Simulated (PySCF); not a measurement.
## Tc²⁺: excitation energy

Tc²⁺ [Kr] 4d5 (6S) → Tc²⁺ [Kr] 4d4 5p1 (high-spin determinant), as a difference of total energies. Computed with PySCF 2.14 in aug-cc-pVTZ-PP with ECP28MDF (6s6p5d3f2g, 88 functions), with a scalar-relativistic core potential. Correlated levels: valence: 4s2 4p6 frozen. The calculations carry no spin-orbit coupling.

```csv
method,excitation energy (eV)
UHF,11.191
LDA,10.874
PBE,10.861
PBE0,11.120
r2SCAN,11.110
HSE06,11.076
M06-2X,11.244
TPSS,10.842
CAM-B3LYP,11.018
MP2 (valence),11.482
SCS-MP2 (valence),11.288
```

**Question.** How much does correlation contribute at MP2 (valence)?

**Answer.** 11.482 − (11.191) = 0.291 eV, measured against UHF.

The determinant of the upper state mixes LS terms, which raises its energy above the lowest term, most at the Hartree-Fock and MP2 levels.
